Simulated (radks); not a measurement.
Results of a calculation; reference values are marked as such.
Coherent X-ray form factor from a spherical all-electron density. Code: a radial shooting solver on a logarithmic mesh with Libxc functionals. Model: scalar-relativistic Kohn-Sham, LB94 model potential, spin-polarised, spherical densities, finite nucleus; Fermi nuclear charge, rms radius of each element as measured or else 0.836 A^(1/3) + 0.57 fm.

sin(theta)/lambda (1/angstrom)  f0 (electrons)
0.05                                    36.280
0.1                                     34.505
0.15                                    32.319
0.2                                     30.081
0.25                                    27.927
0.3                                     25.936
0.4                                     22.580
0.5                                     19.935
0.6                                     17.704
0.8                                     13.875
1                                       10.832
1.25                                     8.271
1.5                                      6.802
2                                        5.334

The species is in the configuration that NIST lists as its ground one. Which atom or ion scatters so?

Answer. The strontium ion Sr+, [Kr] 5s1. Extrapolating in s^2 from the first two rows gives f0(0) = 36.9, near the electron count 37; among species with that count, the fall with angle is slower the higher Z, and the table is that of Z = 38; from so few rows the species is fixed only to a neighbour or two.
